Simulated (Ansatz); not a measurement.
One change: `[SiH3][O][InH][Br]` becomes `[SiH3][O][In]([SH])[Br]`.

Ansatz, PBE0-D4/def2-TZVP geometries, multiplicity 1. Each molecule was computed in one conformer, which needn't be the lowest.

Elements past krypton have def2 core potentials. Scalar relativity is left out up to krypton.

| property | `[SiH3][O][InH][Br]` |
| --- | --- |
| LUMO energy (B3LYP/def2-TZVPP) / eV | -2.07 |
| HOMO–LUMO gap (ωB97M-V/def2-TZVPP) / eV | 10.33 |
| HOMO energy (B3LYP/def2-TZVPP) / eV | -8.13 |
| size of the dipole moment (B3LYP/def2-TZVPP) / D | 2.36 |
| LUMO energy (PBE/def2-TZVPP) / eV | -2.59 |
| HOMO–LUMO gap (B3LYP/def2-TZVPP) / eV | 6.06 |

Q: Give the same properties after the change, and the shifts. (Estimate.)

A: Computed: 
| property | `[SiH3][O][In]([SH])[Br]` | shift |
| --- | --- | --- |
| LUMO energy (B3LYP/def2-TZVPP) / eV | -2.67 | -0.60 |
| HOMO–LUMO gap (ωB97M-V/def2-TZVPP) / eV | 9.88 | -0.45 |
| HOMO energy (B3LYP/def2-TZVPP) / eV | -7.92 | 0.21 |
| size of the dipole moment (B3LYP/def2-TZVPP) / D | 1.37 | -0.99 |
| LUMO energy (PBE/def2-TZVPP) / eV | -3.23 | -0.64 |
| HOMO–LUMO gap (B3LYP/def2-TZVPP) / eV | 5.25 | -0.81 |

With PBE0 the HOMO rises by 0.20 eV and the LUMO falls by 0.58 eV, so the gap narrows by about 0.78 eV. PBE moves the HOMO by 0.11 eV and ωB97M-V by 0.26 eV. Dipoles are sizes alone; their direction can turn.

B3LYP here is the variant with VWN-RPA as its local correlation; programs differ in this.

Spin–orbit coupling is left out; it splits and shifts lone-pair levels of the heavy atoms by tenths of an eV.
